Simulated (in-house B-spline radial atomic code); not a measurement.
Atomic self-consistent-field run: Eu2+ (an excited or competing configuration). Method: scalar-relativistic (X2C) B97-1, spin-polarised, spherical fractional occupations, exact exchange averaged over the configuration, Fermi nucleus of rms radius 5.1115 fm. Calculated with an all-electron radial atomic-structure program (B-spline basis).

Command:
```bash
python run_scf.py task.json out
```
Settings (nuclear radius in fm, mass in u):
```
Z                63
configuration    [Kr] 4d10 4f7 5s2 5p5 5f1
hamiltonian      x2c
method           b97_1
spin_polarised   True
nucleus          fermi
rms_radius       5.1115
atomic_mass      152.92124
speed_of_light   137.035999084
exact_exchange   averaged over the configuration
```

Output (hartree, bohr):
```
 radial grid: 78 intervals, B-splines of order 8, outer radius 53.7037 bohr

 iter        energy (Eh)    residual
    1      -10806.613720    6.57e-01
    2      -10815.181707    1.16e+00
    3      -10840.908801    1.57e-01
    4      -10841.473785    7.31e-02
    5      -10841.625252    1.61e-02
    6      -10841.632237    2.77e-03
    7      -10841.632229    3.01e-03
    8      -10841.632397    1.30e-03
    9      -10841.632455    9.57e-05
   10      -10841.632455    7.75e-05
   11      -10841.632456    1.30e-05
   12      -10841.632456    5.57e-07

 total energy                    -10841.63246
 kinetic                           11792.2269
 electron-nucleus                 -26568.6170
 Hartree                            4179.8165
 exact exchange                      -50.6178
 exchange-correlation               -194.4410

 orbital      occ     eigenvalue          <r>       <r^2>       <1/r>       r_max
 1s up      1.000     -1777.5414    0.0216118 0.000645975     75.1799     0.01336
 1s down    1.000     -1777.5383    0.0216118 0.000645974       75.18     0.01336
 2s up      1.000      -293.4939    0.0944404   0.0105931     17.3336     0.08041
 2s down    1.000      -293.4897    0.0944381   0.0105924      17.334     0.08041
 2p up      3.000      -261.9641    0.0834847  0.00852432     15.3644     0.06469
 2p down    3.000      -261.9596    0.0834829  0.00852384     15.3645     0.06469
 3s up      1.000       -65.6161     0.249191   0.0710957     6.21509       0.229
 3s down    1.000       -65.5119     0.248918   0.0709348     6.22326      0.2289
 3p up      3.000       -55.7241     0.247597   0.0711591     5.66665      0.2244
 3p down    3.000       -55.6155     0.247259   0.0709578     5.67469      0.2243
 3d up      5.000       -42.2807     0.226082   0.0601205      5.3279      0.1838
 3d down    5.000       -42.1866     0.225625   0.0598494     5.33624      0.1836
 4s up      1.000       -13.9121     0.566722    0.362767     2.56528      0.5279
 4s down    1.000       -13.6677     0.566442    0.362293     2.56409      0.5277
 4p up      3.000       -10.6343     0.599818    0.409519     2.31674      0.5508
 4p down    3.000       -10.3799     0.599557    0.409055     2.31538      0.5505
 4d up      5.000        -6.0097     0.656078     0.49987     2.02202      0.5748
 4d down    5.000        -5.7240     0.655713    0.499239     2.02077      0.5743
 4f up      7.000        -1.0442     0.900432     1.04873     1.45463      0.5947
 5s up      1.000        -2.5783      1.35929     2.07232    0.983645       1.229
 5s down    1.000        -2.3959      1.38629     2.15879    0.960531       1.243
 5p up      3.000        -1.7433      1.55954     2.74311    0.837799       1.382
 5p down    2.000        -1.6095      1.60854     2.92208    0.807801       1.409
 5f up      1.000        -0.2448      5.81815     37.6947    0.202938       5.427
```

Run time, properties included: 0.4 s on 1 thread of Arm Neoverse V2, with other jobs on the host.

One-electron X2C: radii and densities carry no picture-change correction, so inner-shell <1/r> comes out high (for 1s by about 2 % at Z = 33, 5 % at 54, 10 % at 75, 30 % at 118) and <r> low.
